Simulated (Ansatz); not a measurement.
Consider the ligand exchange at the Si–Cl bond: `[SiH3]Cl` + `O[SiH2][NH][AlH2]` → `[AlH2][NH][SiH2]O[SiH3]` + HCl.

Gas-phase electronic energies from Ansatz, PBE0-D4/def2-TZVP geometries. CBS: MP2 limit from def2 TZ/QZ plus the TZ coupled-cluster correction, frozen cores. This one scheme is used for every species. DFT in def2-TZVPP. B3LYP here is the variant with VWN-RPA as its local correlation; programs differ in this. HSE06 is defined as in plane-wave codes. One conformer a species, not always the lowest.

```
         level  ΔE (kcal/mol)  difference from CCSD(T)/CBS
       BLYP-D4           -3.5                         -0.4
     r2SCAN-D4           -2.1                          1.0
      B3LYP-D4           -3.9                         -0.8
    r2SCAN0-D4           -2.4                          0.7
       ωB97X-V           -2.6                          0.5
      PBE-QIDH           -2.0                          1.1
          BLYP           -1.9                          1.2
       r2SCANh           -1.8                          1.3
       r2SCAN0           -2.0                          1.1
         HSE06           -0.5                          2.6
         BHLYP           -3.5                         -0.4
       LC-ωPBE           -1.7                          1.4
   HF/def2-SVP           -3.8                         -0.7
 CCSD/def2-SVP           -4.0                         -0.9
 HF/def2-TZVPP           -4.6                         -1.5
MP2/def2-TZVPP           -3.3                         -0.2
   CCSD(T)/CBS           -3.1                            0
```

Largest T1 diagnostic among the species: 0.012.

The D4 term adds −1.4 kcal/mol with B3LYP and −0.9 kcal/mol with PBE0; it sums over pairs of atoms, weighted by their polarisabilities, and B3LYP, whose exchange is more repulsive, gets the larger term. From PBE to PBE0 (25 % exact exchange), in def2-TZVPP and without D4, ΔE moves by −0.7 kcal/mol.
